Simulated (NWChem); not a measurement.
System: CoO, quartet; SMILES [Co]=[O]

NWChem printed, in part:

```
             Northwest Computational Chemistry Package (NWChem) 7.3.0
             --------------------------------------------------------

 ORDER OF PRIMARY AXIS IS BEING SET TO 4
 C4V symmetry detected

                             Geometry "geometry" -> ""
                             -------------------------

 Output coordinates in angstroms (scale by  1.889725989 to convert to a.u.)

  No.       Tag          Charge          X              Y              Z
 ---- ---------------- ---------- -------------- -------------- --------------
    1 Co                  27.0000     0.00000000     0.00000000    -0.35222254
    2 O                    8.0000     0.00000000     0.00000000     1.18875107

 Effective nuclear repulsion energy (a.u.)      74.1753689301

      Symmetry information
      --------------------

 Group name             C4v
 Group number             18
 Group order               8
 No. of unique centers     2

                                Z-matrix (autoz)
                                --------

 Units are Angstrom for bonds and degrees for angles

      Type          Name      I     J     K     L     M      Value
      ----------- --------  ----- ----- ----- ----- ----- ----------
    1 Stretch                  1     2                       1.54097

                           NWChem Geometry Optimization
                           ----------------------------

 maximum gradient threshold         (gmax) =   0.000450
 rms gradient threshold             (grms) =   0.000300
 maximum cartesian step threshold   (xmax) =   0.001800
 rms cartesian step threshold       (xrms) =   0.001200
 fixed trust radius                (trust) =   0.300000
 source of zmatrix                         =   autoz

          -------------------
          Energy Minimization
          -------------------

 Using diagonal initial Hessian
 Scaling for Hessian diagonals: bonds = 1.00  angles = 0.25  torsions = 0.10

          --------
          Step   0

                                 NWChem DFT Module
                                 -----------------

 Summary of "ao basis" -> "ao basis" (spherical)
 ------------------------------------------------------------------------------
       Tag                 Description            Shells   Functions and Types
 ---------------- ------------------------------  ------  ---------------------
 Co                         def2-svp                11       31   5s3p2d1f
 O                          def2-svp                 6       14   3s2p1d

      Symmetry analysis of basis
      --------------------------

        a1         17
        a2          0
        b1          4
        b2          4
        e          20

            General Information
            -------------------
          SCF calculation type: DFT
          Wavefunction type:  spin polarized.
          No. of atoms     :     2
          No. of electrons :    35
           Alpha electrons :    19
            Beta electrons :    16
          Charge           :     0
          Spin multiplicity:     4
          Use of symmetry is: on ; symmetry adaption is: on
          Maximum number of iterations: 150
          AO basis - number of functions:    45
                     number of shells:    17
          Convergence on energy requested:  1.00D-06
          Convergence on density requested:  1.00D-05
          Convergence on gradient requested:  5.00D-04

              XC Information
              --------------
                         PBE0 Method XC Functional
                     Hartree-Fock (Exact) Exchange  0.250
          PerdewBurkeErnzerhof Exchange Functional  0.750
            Perdew 1991 LDA Correlation Functional  1.000 local
           PerdewBurkeErnz. Correlation Functional  1.000 non-local

             Grid Information
             ----------------
          Grid used for XC integration:  medium
          Radial quadrature: Mura-Knowles
          Angular quadrature: Lebedev.
          Tag              B.-S. Rad. Rad. Pts. Rad. Cut. Ang. Pts.
          ---              ---------- --------- --------- ---------
          Co                  1.35      112           8.0       590
          O                   0.60       49           7.0       434
          Grid pruning is: on
          Number of quadrature shells:   161
          Spatial weights used:  Erf1

      Superposition of Atomic Density Guess
      -------------------------------------

 Sum of atomic energies:       -1455.80944492

      Non-variational initial energy
      ------------------------------

 Total energy =   -1455.004499
 1-e energy   =   -2164.085465
 2-e energy   =     634.905597
 HOMO         =      -0.310323
 LUMO         =      -0.310323

 !!!!!!!!!!!!!!!!!!!!!!!!!!!!!!!!!!!!!!!!!!!!!!!!!!!!!!!!!!!!!!!!!!!!!!
 Warning - the HOMO and LUMO are degenerate and you are using symmetry.
 This can lead to non-variational energies and poor convergence.
 Modify the initial guess, or use an open-shell wavefunction, or turn
 off symmetry.
 !!!!!!!!!!!!!!!!!!!!!!!!!!!!!!!!!!!!!!!!!!!!!!!!!!!!!!!!!!!!!!!!!!!!!!

   Symmetry analysis of molecular orbitals - initial alpha
   -------------------------------------------------------

 !! scf_movecs_sym_adapt:    8 vectors were symmetry contaminated

  Symmetry fudging

 !! scf_movecs_sym_adapt:    6 vectors were symmetry contaminated

  Numbering of irreducible representations:

     1 a1          2 a2          3 b1          4 b2          5 e

  Orbital symmetries:

     1 a1          2 a1          3 a1          4 e           5 e
     6 a1          7 a1          8 a1          9 e          10 e
    11 a1         12 a1         13 e          14 e          15 b2
    16 b1         17 a1         18 e          19 e          20 a1
    21 a1         22 e          23 e          24 a1         25 a1
    26 e          27 e          28 b2         29 b1

   Symmetry analysis of molecular orbitals - initial beta
   ------------------------------------------------------

 !! scf_movecs_sym_adapt:    8 vectors were symmetry contaminated

  Symmetry fudging

 !! scf_movecs_sym_adapt:    6 vectors were symmetry contaminated

  Numbering of irreducible representations:

     1 a1          2 a2          3 b1          4 b2          5 e

  Orbital symmetries:

     1 a1          2 a1          3 a1          4 e           5 e
     6 a1          7 a1          8 a1          9 e          10 e
    11 a1         12 a1         13 e          14 e          15 b2
    16 b1         17 a1         18 e          19 e          20 a1
    21 a1         22 e          23 e          24 a1         25 a1
    26 e          27 e          28 b2         29 b1

   convergence    iter        energy       DeltaE   RMS-Dens  Diis-err
 ---------------- ----- ----------------- --------- --------- ---------
 d= 0,ls=0.0,diis     1  -1457.2806583685 -1.53D+03  1.16D-02  9.40D-02
                                                     6.79D-03  9.01D-02
 d= 0,ls=0.0,diis     2  -1457.2597877329  2.09D-02  6.87D-03  2.39D-01
                                                     3.89D-03  1.68D-01
 d= 0,ls=0.0,diis     3  -1457.3101942525 -5.04D-02  2.18D-03  2.95D-02
                                                     3.77D-03  4.58D-02
 d= 0,ls=0.0,diis     4  -1457.3077169598  2.48D-03  2.18D-03  4.63D-02
                                                     1.47D-03  4.58D-02
 d= 0,ls=0.0,diis     5  -1457.3238156626 -1.61D-02  6.78D-04  6.59D-04
                                                     2.37D-04  2.33D-04
  Resetting Diis
 d= 0,ls=0.0,diis     6  -1457.3241293741 -3.14D-04  3.66D-04  6.91D-05
                                                     2.34D-04  1.44D-05
 d= 0,ls=0.0,diis     7  -1457.3242079653 -7.86D-05  1.89D-04  1.97D-05
                                                     8.46D-05  4.52D-06
 d= 0,ls=0.0,diis     8  -1457.3241670538  4.09D-05  8.15D-05  1.23D-04
                                                     1.23D-04  1.83D-04
 d= 0,ls=0.0,diis     9  -1457.3242198981 -5.28D-05  9.72D-05  4.54D-06
                                                     5.27D-05  5.57D-07
 d= 0,ls=0.0,diis    10  -1457.3242245527 -4.65D-06  4.16D-05  8.99D-07
                                                     2.50D-05  3.53D-07
 d= 0,ls=0.0,diis    11  -1457.3242252744 -7.22D-07  1.30D-05  1.46D-07
                                                     5.53D-06  1.22D-07
 d= 0,ls=0.0,diis    12  -1457.3242253771 -1.03D-07  7.08D-06  1.30D-08
                                                     9.28D-06  1.49D-08

         Total DFT energy =    -1457.324225377090
      One electron energy =    -2168.649729624923
           Coulomb energy =      704.820655557187
    Exchange-Corr. energy =      -67.670520239432
 Nuclear repulsion energy =       74.175368930077

 Numeric. integr. density =       35.000001188570

                  Occupations of the irreducible representations
                  ----------------------------------------------

                     irrep           alpha         beta
                     --------     --------     --------
                     a1                9.0          8.0
                     a2                0.0          0.0
                     b1                1.0          1.0
                     b2                1.0          1.0
                     e                 8.0          6.0

                    DFT Final Alpha Molecular Orbital Analysis
                    ------------------------------------------

 Vector   17  Occ=1.000000D+00  E=-2.353059D-01  Symmetry=e
              MO Center=  1.8D-15, -3.5D-15,  6.2D-01, r^2= 1.3D+00
   Bfn.  Coefficient  Atom+Function         Bfn.  Coefficient  Atom+Function
  ----- ------------  ---------------      ----- ------------  ---------------
    36      0.438487  2 O  py                16     -0.393323  1 Co d -1
    39      0.321395  2 O  py                35      0.303769  2 O  px
    18      0.272480  1 Co d  1              38      0.222652  2 O  px
    13      0.181221  1 Co py                21     -0.145961  1 Co d -1
    12      0.125543  1 Co px                23      0.101117  1 Co d  1

[...]

      ----------------------
      Optimization converged
      ----------------------

  Step       Energy      Delta E   Gmax     Grms     Xrms     Xmax
  ---- ---------------- -------- -------- -------- -------- --------
@    2   -1457.32453558 -1.7D-07  0.00005  0.00005  0.00022  0.00037
                                     ok       ok       ok       ok

                                Z-matrix (autoz)
                                --------

 Units are Angstrom for bonds and degrees for angles

      Type          Name      I     J     K     L     M      Value     Gradient
      ----------- --------  ----- ----- ----- ----- ----- ---------- ----------
    1 Stretch                  1     2                       1.56000   -0.00005

                         Geometry "geometry" -> "geometry"
                         ---------------------------------

 Output coordinates in angstroms (scale by  1.889725989 to convert to a.u.)

  No.       Tag          Charge          X              Y              Z
 ---- ---------------- ---------- -------------- -------------- --------------
    1 Co                  27.0000     0.00000000     0.00000000    -0.36173676
    2 O                    8.0000     0.00000000     0.00000000     1.19826529

 Effective nuclear repulsion energy (a.u.)      73.2705999523

      Symmetry information
      --------------------

 Group name             C4v
 Group number             18
 Group order               8
 No. of unique centers     2

                Final and change from initial internal coordinates
                --------------------------------------------------

                                Z-matrix (autoz)
                                --------

 Units are Angstrom for bonds and degrees for angles

      Type          Name      I     J     K     L     M      Value       Change
      ----------- --------  ----- ----- ----- ----- ----- ---------- ----------
    1 Stretch                  1     2                       1.56000    0.01903

 ==============================================================================
                                internuclear distances
 ------------------------------------------------------------------------------
       center one      |      center two      | atomic units |  angstroms
 ------------------------------------------------------------------------------
    2 O                |   1 Co               |     2.94798  |     1.56000
 ------------------------------------------------------------------------------
                         number of included internuclear distances:          1
 ==============================================================================

[second-derivative integrals and response iterations left out]

  Vibrational analysis via the FX method

  See chapter 2 in "Molecular Vibrations" by Wilson, Decius and Cross

  Vib: Default input used

 ---------------------------- Atom information ----------------------------
     atom    #        X              Y              Z            mass
 --------------------------------------------------------------------------
    Co       1  0.0000000D+00  0.0000000D+00 -6.8358335D-01  5.8933200D+01
    O        2  0.0000000D+00  0.0000000D+00  2.2643931D+00  1.5994910D+01
 --------------------------------------------------------------------------

[unprojected Hessian and modes left out]

        Vibrational analysis via the FX method
  --- with translations and rotations projected out ---
  --- via the Eckart algorithm                      ---
 Dependent rotation vector no.                    3
  found in ECKART; assuming linear geometry
 Projected Nuclear Hessian trans-rot subspace norm:4.6016D-41
                         (should be close to zero!)

[projected Hessian left out]

 Rotational Constants
 --------------------
 A=   0.000000 cm-1  (  0.000000 K)
 B=   0.550621 cm-1  (  0.792203 K)
 C=   0.550621 cm-1  (  0.792203 K)

 Temperature                      =   298.15K
 frequency scaling parameter      =   1.0000

 Linear Molecule

 Zero-Point correction to Energy  =    1.399 kcal/mol  (  0.002230 au)
 Thermal correction to Energy     =    2.905 kcal/mol  (  0.004629 au)
 Thermal correction to Enthalpy   =    3.497 kcal/mol  (  0.005573 au)

 Total Entropy                    =   52.708 cal/mol-K
   - Translational                =   38.840 cal/mol-K (mol. weight =  74.9281)
   - Rotational                   =   13.766 cal/mol-K (symmetry #  =        1)
   - Vibrational                  =    0.102 cal/mol-K

 Cv (constant volume heat capacity) =    5.366 cal/mol-K
   - Translational                  =    2.979 cal/mol-K
   - Rotational                     =    1.986 cal/mol-K
   - Vibrational                    =    0.400 cal/mol-K

[normal modes left out]

 ----------------------------------------------------------------------------
 Normal Eigenvalue ||           Projected Infra Red Intensities
  Mode   [cm**-1]  || [atomic units] [(debye/angs)**2] [(KM/mol)] [arbitrary]
 ------ ---------- || -------------- ----------------- ---------- -----------
    1        0.000 ||    0.007704           0.178         7.510       1.896
    2        0.000 ||    0.007704           0.178         7.510       1.896
    3        0.000 ||    0.028386           0.655        27.672       6.987
    4        0.000 ||    0.028386           0.655        27.672       6.987
    5        0.000 ||    0.000000           0.000         0.000       0.000
    6      979.314 ||    0.171569           3.958       167.254      42.232
 ----------------------------------------------------------------------------
```

Level: PBE0/def2-SVP, spin-unrestricted. 

Which NWChem input produces such a log?

This is not unique; one that fits is the input that was run:
```
start job
memory heap 200 mb stack 900 mb global 1100 mb
geometry units angstroms
  Co     0.012207    -0.006616    -0.328731
  O     -0.044963     0.024368     1.210870
end
basis spherical
  * library def2-svp
end
dft
  odft
  mult 4
  xc pbe0
  iterations 150
end
driver
  maxiter 120
end
task dft optimize
task dft freq
```
